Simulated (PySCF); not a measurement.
# How methods differ on the excitation energy of Sn

Sn [Kr] 4d10 5s2 5p2 (3P) → Sn [Kr] 4d10 5s1 5p3 (5S), as a difference of total energies. Computed with PySCF 2.14 in aug-cc-pwCVTZ-DK3 (10s9p7d4f1g, 109 functions), with scalar relativity by spin-free X2C-1e. Correlated levels: valence: [Kr] 4d10 frozen; valence and next inner shell: [Ar] 3d10 frozen. The calculations carry no spin-orbit coupling.

```
                                method  excitation energy (cm⁻¹)  error (cm⁻¹)
                                   UHF                     23950        -13208
                                   LDA                     43200         +6043
                                   PBE                     41307         +4149
                                  PBE0                     38114          +957
                                r2SCAN                     36130         -1027
                             BHandHLYP                     39245         +2088
                                  BP86                     41786         +4629
                                  TPSS                     39673         +2516
                         MP2 (valence)                     30286         -6872
                     SCS-MP2 (valence)                     33112         -4045
    MP2 (valence and next inner shell)                     37303          +146
SCS-MP2 (valence and next inner shell)                     38982         +1825
```

Reference: 37157 cm⁻¹ (measured; NIST levels, between the centres of gravity of the two terms).

Errors of the correlated levels include the incompleteness of this basis and the frozen core.
